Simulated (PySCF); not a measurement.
C3H6F2Si, SMILES C/C=C(\F)[SiH2]F.

Geometry: B3LYP-D3(BJ)/def2-SVP. The structure was generated by enumeration; whether it is a known compound was not checked. Other conformers were not sampled.

Calculation: SMD-B3LYP/def2-SVP in PySCF.

Solvation free energies are E(SMD) − E(gas) at the gas-phase geometry, for 1 M in both phases. In vacuum the dipole moment is 0.77 D.

Computed solvation free energies in water, methanol, n-hexane:
```tsv
solvent	ΔG(solv) (kcal/mol)	its non-electrostatic (CDS) part	dipole (D)
water	1.9	4.6	1.01
methanol	-2.0	0.6	1.00
n-hexane	-1.8	-0.7	0.86
```
